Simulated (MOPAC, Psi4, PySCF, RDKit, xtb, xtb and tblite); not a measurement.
Relaxed torsion scan: SMILES [GeH3][SiH2]CBr (CH₇BrGeSi), singlet. Scanned: dihedral Ge1–Si2–C3–Br4; all other coordinates were relaxed at GFN2-xTB. Points at φ and −φ are mirror images.

Geometry of the scan point at -120° (Å):
```
11

Ge    -1.6892     0.5195     0.0654
Si     0.1961    -0.7485     0.6239
C      1.6139    -0.3115    -0.5970
Br     2.2024    -1.8866    -1.5941
H     -2.6165    -0.1014    -0.9328
H     -2.5711     0.8255     1.2346
H     -1.3922     1.8681    -0.5226
H     -0.0680    -2.1852     0.5456
H      0.6966    -0.4347     1.9669
H      1.3097     0.4153    -1.3487
H      2.4993     0.0653    -0.0916
```

Levels of theory: GFN2-xTB (xtb and tblite); PBE0/def2-TZVP // GFN2-xTB (Psi4); PBE0-D3(BJ)/def2-TZVP // GFN2-xTB (Psi4); PBE/def2-TZVP // GFN2-xTB (Psi4); PBE-D3(BJ)/def2-TZVP // GFN2-xTB (Psi4); wB97X-D/def2-TZVP // GFN2-xTB (Psi4); MP2/cc-pVTZ = DF-MP2 (frozen core)/cc-pVTZ // GFN2-xTB (Psi4); HF/cc-pVTZ // GFN2-xTB (Psi4); UFF // GFN2-xTB (RDKit); PM3, restricted, heats of formation // GFN2-xTB (MOPAC); PM7, restricted, heats of formation // GFN2-xTB (MOPAC); GFN1-xTB // GFN2-xTB (xtb); RKS-B3LYP/6-31G* = restricted B3LYP/6-31G*, spherical d, density fitting // GFN2-xTB run with PySCF; RMP2/3-21G = restricted MP2 (frozen core)/3-21G // GFN2-xTB (PySCF 2.14.0); RKS-B3LYP/3-21G = restricted B3LYP/3-21G // GFN2-xTB run with PySCF.

Least-squares fit of E(φ) = a0 + Σ (a_n cos nφ + b_n sin nφ), n = 1 to 4, to the 12 scan points, in kJ/mol above the lowest point of each profile (levels whose profile four harmonics don't fit are not listed):

```csv
method,a0,a1,b1,a2,b2,a3,b3,a4,b4,rms of fit
GFN2-xTB,3.03,-1.53,0.00,-1.17,0.00,2.85,0.00,0.09,0.00,0.03
PBE0/def2-TZVP,5.07,0.10,0.00,0.23,0.00,5.01,0.00,-0.12,0.00,0.08
PBE0-D3(BJ)/def2-TZVP,5.89,-1.02,0.00,0.13,0.00,5.24,0.00,-0.02,0.00,0.09
PBE/def2-TZVP,5.30,0.78,0.00,0.23,0.00,4.75,0.00,-0.14,0.00,0.08
PBE-D3(BJ)/def2-TZVP,5.25,-0.35,0.00,0.10,0.00,4.98,0.00,-0.04,0.00,0.09
wB97X-D/def2-TZVP,5.59,-0.23,0.00,0.72,0.00,5.17,0.00,-0.21,0.00,0.10
MP2/cc-pVTZ,7.32,-2.02,0.00,0.03,0.00,6.14,0.00,0.06,0.00,0.12
HF/cc-pVTZ,5.86,1.79,0.00,1.46,0.00,5.37,0.00,-0.38,0.00,0.14
UFF,5.81,3.18,0.00,1.81,0.00,4.38,0.00,-0.34,0.00,0.24
PM3,3.06,1.41,0.00,0.89,0.00,2.17,0.00,-0.45,0.00,0.05
PM7,6.83,-6.34,0.00,-1.99,0.00,3.31,0.00,0.31,0.00,0.12
GFN1-xTB,12.37,-11.34,0.00,-1.81,0.00,6.89,0.00,0.54,0.00,0.37
RKS-B3LYP/6-31G*,6.38,2.30,0.00,0.44,0.00,4.37,0.00,-0.36,0.00,0.12
RMP2/3-21G,6.08,-0.93,0.00,0.45,0.00,5.13,0.00,0.09,0.00,0.19
RKS-B3LYP/3-21G,4.93,-0.38,0.00,-0.09,0.00,4.65,0.00,-0.07,0.00,0.18
```
